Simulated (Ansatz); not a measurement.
Ansatz (a program for electronic structure) input for Si(OSiH3)2(F)2 (F2H6O2Si3), SMILES O([SiH3])[Si](O[SiH3])(F)F, r2SCAN-D4/def2-SVP. 

Ansatz 0.2 input:
```yaml
crystal:
  periodic: [false, false, false]
  atoms:
    - {symbol: F, position_ang: [0.24453646, 1.86641295, 0.22061120]}
    - {symbol: Si, position_ang: [0.08849671, 0.41492089, -0.41170005]}
    - {symbol: F, position_ang: [0.48668586, 0.59562807, -1.93706127]}
    - {symbol: O, position_ang: [-1.41556221, -0.07761942, -0.34775381]}
    - {symbol: Si, position_ang: [-2.85497553, -0.27400057, 0.39707861]}
    - {symbol: O, position_ang: [1.06083276, -0.60789035, 0.31378923]}
    - {symbol: Si, position_ang: [2.56158746, -1.01920577, 0.81413547]}
    - {symbol: H, position_ang: [-3.64137458, -0.95098264, -0.62844147]}
    - {symbol: H, position_ang: [-3.35437370, 1.05651708, 0.73643900]}
    - {symbol: H, position_ang: [-2.62925916, -1.08762904, 1.59031070]}
    - {symbol: H, position_ang: [3.02250246, 0.02073316, 1.73074830]}
    - {symbol: H, position_ang: [3.41348815, -1.11537767, -0.36843107]}
    - {symbol: H, position_ang: [2.31433083, -2.30155540, 1.46594570]}
basis:
  gaussian:
    orbitals: def2-SVP
hamiltonian:
  xc: r2scan
  dispersion: d4
relax: {f_tol: 0.002, max_steps: 200}
```

Program output:

```
WARN ansatz: RAYON_NUM_THREADS=2 ignored (pool sized by the plan → 2); use --threads N
Functional definition: r2SCAN
integrals: 0.10 GiB planned
1518 factors; their error is unknown
mean field: 0.50 GiB planned
mean field evaluation 1: about -33234.9561 eV, gradient 7.8e1 eV
mean field evaluation 2: about -33215.7205 eV, gradient 1.3e2 eV
mean field evaluation 4: about -33244.7011 eV, gradient 7.1e0 eV
mean field evaluation 8: about -33244.7803 eV, gradient 4.5e-2 eV
mean field evaluation 16: about -33244.6636 eV, gradient 6.4e-5 eV
mean field -33244.66363881 eV, -1221.7188546841 hartree, gradient 1.5e-5 eV, S^2 0.000000; 0 other end points of the search recorded, 0 dependent functions left out
the calculation of the forces begins
reference -33244.66365187 eV, -1221.7188551639 hartree; 41, 41 occupied and 99, 99 virtual orbitals, 1518 factors
relax step   1: F+E_penalty+E_count = -33244.75175755 eV  Δ(F+E_penalty+E_count) = +0.000e0 eV  max|allowed force component| = 7.363e-1 eV/Å  Δτ_max = 0.0000 Å  (28 SCF iters, accepted)
these checks for a lower state are left out or cut short: starts, cluster_reference, orbital_swaps, neighbouring_geometries, increment
integrals: 0.10 GiB planned
1518 factors; their error is unknown
mean field: 0.49 GiB planned
mean field -33244.89257072 eV, -1221.7272677763 hartree, gradient 9.8e-6 eV, S^2 0.000000; 0 other end points of the search recorded, 0 dependent functions left out
the calculation of the forces begins
reference -33244.89258392 eV, -1221.7272682613 hartree; 41, 41 occupied and 99, 99 virtual orbitals, 1518 factors
[...]
these checks for a lower state are left out or cut short: starts, cluster_reference, orbital_swaps, neighbouring_geometries, increment
integrals: 0.10 GiB planned
1518 factors; their error is unknown
mean field: 0.50 GiB planned
mean field -33244.93550113 eV, -1221.7288454400 hartree, gradient 1.2e-5 eV, S^2 0.000000; 0 other end points of the search recorded, 0 dependent functions left out
the calculation of the forces begins
reference -33244.93551397 eV, -1221.7288459119 hartree; 41, 41 occupied and 99, 99 virtual orbitals, 1518 factors
relax step  62: F+E_penalty+E_count = -33245.02498103 eV  Δ(F+E_penalty+E_count) = +2.694e-4 eV  max|allowed force component| = 2.717e-2 eV/Å  Δτ_max = 0.0722 Å  (29 SCF iters, rejected (line search))
these checks for a lower state are left out or cut short: starts, cluster_reference, orbital_swaps, neighbouring_geometries, increment
integrals: 0.10 GiB planned
1518 factors; their error is unknown
mean field: 0.50 GiB planned
mean field evaluation 448: about -33244.9358 eV, gradient 1.0e-5 eV
mean field -33244.93583313 eV, -1221.7288576406 hartree, gradient 1.0e-5 eV, S^2 0.000000; 0 other end points of the search recorded, 0 dependent functions left out
the calculation of the forces begins
reference -33244.93584599 eV, -1221.7288581134 hartree; 41, 41 occupied and 99, 99 virtual orbitals, 1518 factors
relax step  63: F+E_penalty+E_count = -33245.02523148 eV  Δ(F+E_penalty+E_count) = +1.899e-5 eV  max|allowed force component| = 8.204e-3 eV/Å  Δτ_max = 0.0292 Å  (30 SCF iters, rejected (line search))
these checks for a lower state are left out or cut short: starts, cluster_reference, orbital_swaps, neighbouring_geometries, increment
integrals: 0.10 GiB planned
1518 factors; their error is unknown
mean field: 0.50 GiB planned
mean field -33244.93590344 eV, -1221.7288602244 hartree, gradient 1.0e-5 eV, S^2 0.000000; 0 other end points of the search recorded, 0 dependent functions left out
the calculation of the forces begins
reference -33244.93591632 eV, -1221.7288606977 hartree; 41, 41 occupied and 99, 99 virtual orbitals, 1518 factors
relax step  64: F+E_penalty+E_count = -33245.02525843 eV  Δ(F+E_penalty+E_count) = -7.964e-6 eV  max|allowed force component| = 6.542e-3 eV/Å  Δτ_max = 0.0110 Å  (31 SCF iters, accepted)
these checks for a lower state are left out or cut short: starts, cluster_reference, orbital_swaps, neighbouring_geometries, increment
integrals: 0.10 GiB planned
1518 factors; their error is unknown
mean field: 0.50 GiB planned
mean field -33244.93591738 eV, -1221.7288607368 hartree, gradient 2.6e-5 eV, S^2 0.000000; 0 other end points of the search recorded, 0 dependent functions left out
the calculation of the forces begins
reference -33244.93593026 eV, -1221.7288612103 hartree; 41, 41 occupied and 99, 99 virtual orbitals, 1518 factors
relax step  65: F+E_penalty+E_count = -33245.02526354 eV  Δ(F+E_penalty+E_count) = -5.108e-6 eV  max|allowed force component| = 4.204e-3 eV/Å  Δτ_max = 0.0056 Å  (23 SCF iters, accepted)
these checks for a lower state are left out or cut short: starts, cluster_reference, orbital_swaps, neighbouring_geometries, increment
integrals: 0.10 GiB planned
1518 factors; their error is unknown
mean field: 0.50 GiB planned
mean field -33244.93593710 eV, -1221.7288614615 hartree, gradient 1.0e-5 eV, S^2 0.000000; 0 other end points of the search recorded, 0 dependent functions left out
the calculation of the forces begins
reference -33244.93594999 eV, -1221.7288619352 hartree; 41, 41 occupied and 99, 99 virtual orbitals, 1518 factors
relax step  66: F+E_penalty+E_count = -33245.02526886 eV  Δ(F+E_penalty+E_count) = -5.325e-6 eV  max|allowed force component| = 4.825e-3 eV/Å  Δτ_max = 0.0098 Å  (31 SCF iters, accepted)
these checks for a lower state are left out or cut short: starts, cluster_reference, orbital_swaps, neighbouring_geometries, increment
integrals: 0.10 GiB planned
1518 factors; their error is unknown
mean field: 0.50 GiB planned
mean field -33244.93594611 eV, -1221.7288617925 hartree, gradient 2.2e-5 eV, S^2 0.000000; 0 other end points of the search recorded, 0 dependent functions left out
the calculation of the forces begins
reference -33244.93595900 eV, -1221.7288622663 hartree; 41, 41 occupied and 99, 99 virtual orbitals, 1518 factors
relax step  67: F+E_penalty+E_count = -33245.02526988 eV  Δ(F+E_penalty+E_count) = -1.014e-6 eV  max|allowed force component| = 3.375e-3 eV/Å  Δτ_max = 0.0049 Å  (23 SCF iters, accepted)
these checks for a lower state are left out or cut short: starts, cluster_reference, orbital_swaps, neighbouring_geometries, increment
integrals: 0.10 GiB planned
1518 factors; their error is unknown
mean field: 0.50 GiB planned
mean field evaluation 480: about -33244.9359 eV, gradient 2.5e-5 eV
mean field -33244.93593571 eV, -1221.7288614106 hartree, gradient 2.5e-5 eV, S^2 0.000000; 0 other end points of the search recorded, 0 dependent functions left out
the calculation of the forces begins
reference -33244.93594860 eV, -1221.7288618842 hartree; 41, 41 occupied and 99, 99 virtual orbitals, 1518 factors
relax step  68: F+E_penalty+E_count = -33245.02527132 eV  Δ(F+E_penalty+E_count) = -1.445e-6 eV  max|allowed force component| = 2.819e-3 eV/Å  Δτ_max = 0.0054 Å  (23 SCF iters, accepted)
these checks for a lower state are left out or cut short: starts, cluster_reference, orbital_swaps, neighbouring_geometries, increment
integrals: 0.10 GiB planned
1518 factors; their error is unknown
mean field: 0.50 GiB planned
mean field -33244.93593768 eV, -1221.7288614829 hartree, gradient 8.4e-5 eV, S^2 0.000000; 0 other end points of the search recorded, 0 dependent functions left out
the calculation of the forces begins
reference -33244.93595057 eV, -1221.7288619566 hartree; 41, 41 occupied and 99, 99 virtual orbitals, 1518 factors
relax step  69: F+E_penalty+E_count = -33245.02527284 eV  Δ(F+E_penalty+E_count) = -1.523e-6 eV  max|allowed force component| = 2.588e-3 eV/Å  Δτ_max = 0.0015 Å  (19 SCF iters, accepted)
these checks for a lower state are left out or cut short: starts, cluster_reference, orbital_swaps, neighbouring_geometries, increment
integrals: 0.10 GiB planned
1518 factors; their error is unknown
mean field: 0.50 GiB planned
mean field -33244.93594273 eV, -1221.7288616684 hartree, gradient 9.3e-6 eV, S^2 0.000000; 0 other end points of the search recorded, 0 dependent functions left out
the calculation of the forces begins
reference -33244.93595562 eV, -1221.7288621421 hartree; 41, 41 occupied and 99, 99 virtual orbitals, 1518 factors
relax step  70: F+E_penalty+E_count = -33245.02527585 eV  Δ(F+E_penalty+E_count) = -3.002e-6 eV  max|allowed force component| = 2.925e-3 eV/Å  Δτ_max = 0.0057 Å  (24 SCF iters, accepted)
these checks for a lower state are left out or cut short: starts, cluster_reference, orbital_swaps, neighbouring_geometries, increment
integrals: 0.10 GiB planned
1518 factors; their error is unknown
mean field: 0.50 GiB planned
mean field -33244.93594248 eV, -1221.7288616591 hartree, gradient 9.5e-6 eV, S^2 0.000000; 0 other end points of the search recorded, 0 dependent functions left out
the calculation of the forces begins
reference -33244.93595537 eV, -1221.7288621328 hartree; 41, 41 occupied and 99, 99 virtual orbitals, 1518 factors
relax step  71: F+E_penalty+E_count = -33245.02527718 eV  Δ(F+E_penalty+E_count) = -1.330e-6 eV  max|allowed force component| = 2.937e-3 eV/Å  Δτ_max = 0.0018 Å  (23 SCF iters, accepted)
these checks for a lower state are left out or cut short: starts, cluster_reference, orbital_swaps, neighbouring_geometries, increment
integrals: 0.10 GiB planned
1518 factors; their error is unknown
mean field: 0.50 GiB planned
mean field -33244.93594203 eV, -1221.7288616427 hartree, gradient 2.0e-5 eV, S^2 0.000000; 0 other end points of the search recorded, 0 dependent functions left out
the calculation of the forces begins
reference -33244.93595492 eV, -1221.7288621163 hartree; 41, 41 occupied and 99, 99 virtual orbitals, 1518 factors
relax step  72: F+E_penalty+E_count = -33245.02527820 eV  Δ(F+E_penalty+E_count) = -1.019e-6 eV  max|allowed force component| = 2.555e-3 eV/Å  Δτ_max = 0.0020 Å  (22 SCF iters, accepted)
these checks for a lower state are left out or cut short: starts, cluster_reference, orbital_swaps, neighbouring_geometries, increment
integrals: 0.10 GiB planned
1518 factors; their error is unknown
mean field: 0.50 GiB planned
mean field -33244.93594096 eV, -1221.7288616033 hartree, gradient 2.3e-5 eV, S^2 0.000000; 0 other end points of the search recorded, 0 dependent functions left out
the calculation of the forces begins
reference -33244.93595385 eV, -1221.7288620769 hartree; 41, 41 occupied and 99, 99 virtual orbitals, 1518 factors
relax step  73: F+E_penalty+E_count = -33245.02527874 eV  Δ(F+E_penalty+E_count) = -5.417e-7 eV  max|allowed force component| = 1.940e-3 eV/Å  Δτ_max = 0.0025 Å  (22 SCF iters, accepted)
integrals: 0.10 GiB planned
1518 factors; their error is unknown
mean field: 0.50 GiB planned
mean field evaluation 512: about -33215.6765 eV, gradient 1.3e2 eV
mean field -33244.93594096 eV, -1221.7288616033 hartree, gradient 2.3e-5 eV, S^2 0.000000; 1 other end points of the search recorded, 0 dependent functions left out
the calculation of the forces begins
reference -33244.93595385 eV, -1221.7288620769 hartree; 41, 41 occupied and 99, 99 virtual orbitals, 1518 factors
Total energy: -33245.02529163 eV, -1221.7321451798 hartree
Atom 0 at     0.740120     2.049729    -0.112037 Å, force     0.000261     0.000907     0.000557 eV/Å
Atom 1 at     0.104617     0.652554    -0.578884 Å, force    -0.000694    -0.000975    -0.001940 eV/Å
Atom 2 at     0.359607     0.548604    -2.157765 Å, force     0.000506     0.000013     0.000352 eV/Å
Atom 3 at    -1.486446     0.640980    -0.281581 Å, force    -0.000059     0.000581     0.000489 eV/Å
Atom 4 at    -2.661412    -0.219161     0.540641 Å, force    -0.001085    -0.000700     0.000632 eV/Å
Atom 5 at     0.846773    -0.571360     0.186921 Å, force     0.000950    -0.000164     0.000190 eV/Å
Atom 6 at     2.293254    -1.163366     0.780429 Å, force    -0.001024    -0.000030     0.000035 eV/Å
Atom 7 at    -2.751501    -1.602006    -0.007880 Å, force     0.000413    -0.000110    -0.000021 eV/Å
Atom 8 at    -3.952473     0.491284     0.350079 Å, force     0.000009     0.000349    -0.000127 eV/Å
Atom 9 at    -2.320209    -0.280308     1.990650 Å, force     0.000246     0.000116    -0.000148 eV/Å
Atom 10 at     2.517598    -0.629594     2.152607 Å, force     0.000120     0.000296     0.000524 eV/Å
Atom 11 at     3.415117    -0.751242    -0.110373 Å, force     0.000362     0.000004    -0.000330 eV/Å
Atom 12 at     2.191871    -2.646163     0.822864 Å, force    -0.000006    -0.000286    -0.000214 eV/Å
Dipole moment:    -0.039637    -0.322561     0.295865 e Å
```

Self-consistency was reached.
